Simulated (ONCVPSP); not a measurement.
# Before and after: ONCV potential for iodine (I)

- Element: iodine (I)
- Generator: ONCVPSP 4.0.1
- Type: optimised norm-conserving Vanderbilt (ONCV)
- Functional: PBE
- Relativity: scalar-relativistic
- Frozen core: [Kr] 4d10
- Valence charge: 7
- Reference configuration: 5s2 5p5
- Partial waves: 5s: rc 1.45 bohr, ncon 4, nbas 8, qcut 4.1 1/bohr, 2 projectors, debl 1.5 Ha; 5p: rc 1.95 bohr, ncon 4, nbas 8, qcut 4.6 1/bohr, 2 projectors, debl 3.1 Ha; d scattering state at 0.34 Ha: rc 1.90 bohr, ncon 4, nbas 8, qcut 4.9 1/bohr, 1 projector
- Local potential: polynomial inside 1.25 bohr (lpopt 5, dvloc0 6 Ha)
- Core correction: none

All-electron outer shells of the reference configuration (PBE, scalar-relativistic, ld1.x):

| shell | level (eV) | outermost node (bohr) | outermost maximum (bohr) |
| --- | --- | --- | --- |
| 4p | -127.57 | 0.37 | 0.72 |
| 4d | -50.28 | 0.35 | 0.78 |
| 5s | -17.41 | 0.88 | 1.70 |
| 5p | -7.09 | 0.96 | 2.02 |

Change: s: qcut 3.3.

Cutoffs: the cutoffs (Ha) at which the residual kinetic energy of the hardest occupied pseudo-wave falls to 1 and 0.1 mHa per electron; they do not see the model core or the augmentation charge, which bear on the density cutoff. Errors are all-electron minus pseudo energies relative to the spin-unpolarised reference configuration.

Question: How do hardness, ghosts and transferability respond?

Answer: The potential gets softer (71 Ha and 87 Ha → 51 Ha and 85 Ha); the bound ghost in s disappears; the lowest positive-energy flag moves from s at 57.2 eV to s at 33.3 eV; of the 4 tests that both files solve, the error grows in 1 and shrinks in 0 by more than 15 % and 0.3 meV (median size 16.5 → 16.4 meV). The waves are optimised to have the least kinetic energy above qcut, so the cutoff follows it (qcut²/2 in Ha).

```tsv
quantity	base	changed
cutoff, loose	71 Ha	51 Ha
cutoff, tight	87 Ha	85 Ha
loose cutoff by channel	s 71 Ha, p 8.5 Ha	s 51 Ha, p 8.5 Ha
bound ghosts	s	none
GHOST(+) flags under 300 eV	s at 57.2 eV, p at 147.0 eV	s at 33.3 eV, p at 147.0 eV
error for 5s2 5p4, meV [ΔE 11.13 eV]	-6.3	-6.3
error for 5s2 5p3, meV [ΔE 30.98 eV]	-27	-27
error for 5s2 5p2, meV [ΔE 60.31 eV]	-66	-65
error for 5s1 5p5, meV [ΔE 22.11 eV]	-2.0	-3.0
s: phases at 1.47 bohr within 0.05 rad from the reference energy up to (Ha; the scan ends near 5)	2.0	1.2
p: phases at 1.97 bohr within 0.05 rad from the reference energy up to (Ha; the scan ends near 5)	4.3	4.3
d: phases at 1.93 bohr within 0.05 rad from the reference energy up to (Ha; the scan ends near 5)	0.6	0.6
```

 A true bound ghost makes a file unfit for plane-wave use even where its test errors are small: the radial tests pick states by their node count and pass the ghost by.
